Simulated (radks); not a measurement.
Question: Yb III, configuration [Xe] 4f14 (the NIST ground configuration). Method: Dirac Kohn-Sham, BP86, spin-unpolarised, spherical densities, point nucleus; computed with a radial shooting solver on a logarithmic mesh with Libxc functionals.

Spin-orbit splittings of the eigenvalues, e(l+1/2) - e(l-1/2), with zeta = 2 splitting/(2l+1) and mean radii in bohr:

shell  occ.  splitting (eV)  zeta (eV)  <r> j=l-1/2  <r> j=l+1/2
2p        6            1048      698.4      0.06871      0.07621
3p        6           222.3      148.2       0.2060       0.2201
3d       10           48.56      19.43       0.1935       0.1978
4p        6           50.32      33.55       0.4956       0.5280
4d       10           9.155      3.662       0.5536       0.5651
4f       14           1.320     0.3772       0.7689       0.7893
5p        6               ?          ?        1.362        1.475

Estimate the 5p splitting.

Answer: 6.136 eV (zeta = 4.091 eV).
